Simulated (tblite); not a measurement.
C₃H₇FO₂Si₂.
Z-matrix (Å and degrees, GFN2-xTB geometry), rows numbered from 1:
```
F 
C   1  1.3446
C   2  1.3251  1  122.87
C   3  1.5043  2  113.65  1   178.41
O   4  1.3752  3  110.94  2  -117.80
Si  5  1.6291  4  128.58  3    85.35
O   4  1.3995  3  109.56  2     5.74
Si  7  1.6381  4  116.65  3    -7.75
H   3  1.0763  2  127.52  1     1.68
H   4  1.1031  3  110.80  2   123.80
H   6  1.4546  5   97.20  4  -177.14
H   6  1.4628  5  111.92  4    63.73
H   6  1.4681  5  111.59  4   -58.38
H   8  1.4560  2  114.38  1    67.76
H   8  1.4583  2  113.12  1   -68.03
```

Level: GFN2-xTB in tblite, geometry and Hessian alike; calculated harmonic values, unscaled, isolated species. This tight-binding method is rough: wavenumbers can miss measured ones by several per cent, in bad cases by 10 to 20. Modes of hydrogen on silicon can be 10 to 20 % off. One conformer, not necessarily the lowest.

Harmonic wavenumbers (cm⁻¹): 33.0, 78.7, 120.8, 167.8, 187.0, 301.1, 335.5, 401.0, 437.2, 500.5, 505.5, 578.0, 605.2, 633.1, 648.3, 666.7, 736.1, 744.2, 766.4, 784.7, 803.2, 823.2, 831.1, 842.2, 962.7, 1069.0, 1123.0, 1183.9, 1224.0, 1261.8, 1302.5, 1664.7, 2203.2, 2259.4, 2300.0, 2328.7, 2336.6, 2842.5, 3118.1.

A = 2373, B = 999.8, C = 893.4 MHz; mass 149.997 u (most abundant isotopes); point group C1, symmetry number 1.

Question: What is the zero-point energy?

Answer: Half the sum of the wavenumbers: 19855 cm⁻¹ = 56.77 kcal/mol.

Question: Entropy at 273.15 K, 1 bar (ideal gas, RRHO, classical rotation)?

Answer: Translation 40.52, rotation 29.15, vibration 24.74: S = 94.4 cal/(mol K).

Question: And Cp and H(273.15 K) − H(0)?

Answer: Cp = 35.65 cal/(mol K), of which vibrations give 27.70 (their classical limit is 39 R = 77.5); H(273.15 K) − H(0) = 5.78 kcal/mol without the zero-point energy, 3.61 from vibrations.

Question: Which modes carry the vibrational entropy at 273.15 K?

Answer: 33.0 cm⁻¹: 5.47; 78.7 cm⁻¹: 3.75; 120.8 cm⁻¹: 2.92; 167.8 cm⁻¹: 2.30; 187.0 cm⁻¹: 2.10; 301.1 cm⁻¹: 1.27 cal/(mol K); the other 33 give 6.94 together.

Question: What must be added to the electronic energy to get the Gibbs energy at 273.15 K and 1 bar?

Answer: ZPE + [H(273.15 K) − H(0)] − T·S = 56.77 + 5.78 − 25.79 = 36.76 kcal/mol.

Hindered rotation and anharmonicity are outside this model. Other conformers, if any are populated, would add a mixing term that is left out. The structure is chiral; the term R ln 2 for an equal mix with its mirror image is left out.

Time: 0.58 s of wall time. Hardware: Arm Neoverse V1, one thread, on a shared host. This covers the Hessian and the dipole derivatives.
